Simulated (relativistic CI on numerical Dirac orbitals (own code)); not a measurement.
# Slater and spin-orbit integrals, Bi⁵⁺

Computed by Dirac-Coulomb-Breit CI, KLI orbitals optimised for each configuration, model QED (radiative potential, 1s self-energy scaled to tabulated hydrogen-like ionisation energies), valence Slater integrals scaled by 0.85, P86 correlation energy added to each configuration (own radial code, finite nucleus).

Slater integrals F^k, G^k are unscaled and averaged over j, outside the closed core [Xe] 4f14; ζ comes from projecting the Hamiltonian with its Breit term on Σ l·s of the shell.

- 5d9 6s: ζ(5d) = 9794.9, G^2(5d,6s) = 25412 cm⁻¹; <r>(5d) = 1.179, <r^2>(5d) = 1.586, <r>(6s) = 1.878, <r^2>(6s) = 3.924 (bohr units).
- 5d9 5f: ζ(5d) = 9873, F^2(5d,5f) = 43373, F^4(5d,5f) = 25435, G^1(5d,5f) = 44116, G^3(5d,5f) = 26727, G^5(5d,5f) = 18829, ζ(5f) = -36.216 cm⁻¹; <r>(5d) = 1.175, <r^2>(5d) = 1.575, <r>(5f) = 2.251, <r^2>(5f) = 5.905 (bohr units).
- 5d9 6p: ζ(5d) = 9955.6, F^2(5d,6p) = 38046, G^1(5d,6p) = 14291, G^3(5d,6p) = 12796, ζ(6p) = 21259 cm⁻¹; <r>(5d) = 1.175, <r^2>(5d) = 1.573, <r>(6p) = 2.22, <r^2>(6p) = 5.493 (bohr units).

In this model ζ of a weakly bound d, f or g electron outside closed shells comes out too small, for d by up to a factor of two or three and at times with the wrong sign; that of an outer p electron is too small as well.

Averages of the first 10 configurations, taken without configuration mixing, which lowers the lowest level and can move excited configurations by several eV; other configurations of the list can lie among them:

```json
{"Configuration": "5d10", "Parity": "even", "States": "1", "Average energy above the lowest level (eV)": "0.0"}
{"Configuration": "5d9 6s", "Parity": "even", "States": "20", "Average energy above the lowest level (eV)": "21.1"}
{"Configuration": "5d9 5f", "Parity": "odd", "States": "140", "Average energy above the lowest level (eV)": "53.8"}
{"Configuration": "5d9 6p", "Parity": "odd", "States": "60", "Average energy above the lowest level (eV)": "35.6"}
{"Configuration": "5d9 5g", "Parity": "even", "States": "180", "Average energy above the lowest level (eV)": "69.9"}
{"Configuration": "5d9 6d", "Parity": "even", "States": "100", "Average energy above the lowest level (eV)": "52.2"}
{"Configuration": "5d9 7s", "Parity": "even", "States": "20", "Average energy above the lowest level (eV)": "54.4"}
{"Configuration": "5d9 7p", "Parity": "odd", "States": "60", "Average energy above the lowest level (eV)": "59.8"}
{"Configuration": "5d9 7d", "Parity": "even", "States": "100", "Average energy above the lowest level (eV)": "67.0"}
{"Configuration": "5d9 6f", "Parity": "odd", "States": "140", "Average energy above the lowest level (eV)": "67.0"}
```
